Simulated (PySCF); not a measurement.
Species: (H2In-mu-PH2)3.
Cartesian coordinates in Å at the PBE0-D3(BJ)/def2-SVP level; atoms count from 1:
```xyz
18
H12In3P3 angstrom
In    -0.1620   -1.3037   -2.4669
H     -1.1907   -2.6729   -2.2719
H      0.6536   -0.7460   -3.8808
P      1.6664   -1.3891   -0.5772
In     2.2593    0.5529    1.0963
H      3.4373   -0.0354    2.2103
H      2.2773    2.0062    0.1662
P     -0.1073    0.4471    2.2341
In    -2.3757    1.0161    1.0268
H     -3.4575   -0.3010    1.2854
H     -2.6331    2.7012    1.2928
P     -1.4091    0.7496   -1.4035
H      2.8814   -1.8104   -1.1789
H      1.4440   -2.5449    0.2173
H     -0.0494    1.2133    3.4277
H     -0.2166   -0.8341    2.8359
H     -2.4731    1.0776   -2.2857
H     -0.6011    1.8904   -1.6503
```

Method used: PBE0-D3(BJ)/def2-SVP geometry optimisation, gas phase, def2 core potentials past Kr in PySCF.

**Question.** Which atoms are bound to In1, and at what distances?

**Answer.** 4 atoms: H2 1.724 Å, H3 1.725 Å, P12 2.627 Å, P4 2.631 Å. The nearest atom not counted as bound is H17, at 3.32 Å (others tie with it).

**Question.** List the angles at In1.

**Answer.** 
```json
{"angle": "H2–In1–H3", "degrees": "129.2", "distance of the outer atoms (Å)": "3.11"}
{"angle": "H2–In1–P4", "degrees": "107.9", "distance of the outer atoms (Å)": "3.56"}
{"angle": "H3–In1–P12", "degrees": "107.7", "distance of the outer atoms (Å)": "3.55"}
{"angle": "H2–In1–P12", "degrees": "107.0", "distance of the outer atoms (Å)": "3.54"}
{"angle": "H3–In1–P4", "degrees": "105.7", "distance of the outer atoms (Å)": "3.51"}
{"angle": "P4–In1–P12", "degrees": "93.7", "distance of the outer atoms (Å)": "3.84"}
```

**Question.** Describe the arrangement about In1 in numbers.

**Answer.** Angles from 93.7° to 129.2°; τ4 = (360° − α − β)/141° = 0.87 with α and β the two widest (0 for a square, 1 for a tetrahedron).

**Question.** What are the other bond lengths?

**Answer.** P4–H13 and 5 like bonds 1.420 Å.

**Question.** Give some angles away from the centre.

**Answer.** In1–P4–In5 126.1°, P4–In5–P8 92.4°, P8–In9–P12 94.9°, In1–P12–In9 128.9°.

**Question.** What are the rotational constants (commonest isotopes, rigid rotor)?

**Answer.** A = 322.4, B = 300.3, C = 166.1 MHz: an asymmetric top.

Charge 0, singlet. No frequency check.

On an Arm Neoverse N1 with one thread, no GPU, on a shared host, this took 19 min of wall time and 1.1 GiB of memory at its peak. This is the geometry optimisation.

One conformer stands for the species.
